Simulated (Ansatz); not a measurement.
Al$_{2}$H$_{4}$OSeSi, SMILES `[AlH2][Al]1[O][SiH2][Se]1`, relaxed with RKS PBE-D4/def2-SVP in Ansatz from a rough embedded geometry. The force threshold is 0.03 eV/Å; the program also tests the step.

Charge 0, multiplicity 1.

Start:

```xyz
9

Al   -0.254   -2.456    1.180
Al   -0.215   -0.638   -0.467
O    -1.128    0.963   -0.466
Si    0.074    2.070   -0.821
Se    1.664    0.574   -1.435
H     1.084   -3.456    1.292
H    -1.488   -2.736    2.108
H     0.508    2.721    0.445
H    -0.245    2.959   -1.837
```

```
step  energy (eV)  largest force (eV/Å)  largest move (Å)
   1  -88496.4864                 1.986             0.000
   2  -88496.8772                 0.877             0.152
   3  -88496.9781                 0.229             0.200
   4  -88497.0183                 0.175             0.200
   5  -88497.0249                 0.308             0.194
   6  -88497.0382                 0.045             0.059
   7  -88497.0387                 0.013             0.021
```

End:

```xyz
9

Al   -0.278   -2.658    1.148
Al    0.122   -0.352    0.047
O    -0.902    1.097    0.072
Si    0.077    2.132   -0.839
Se    1.824    0.640   -1.252
H     0.870   -3.776    1.086
H    -1.657   -2.988    1.895
H     0.536    3.325   -0.050
H    -0.591    2.582   -2.107
```

Run time 11 s (4 threads of a server CPU on a shared host); peak host memory 0.19 GiB.
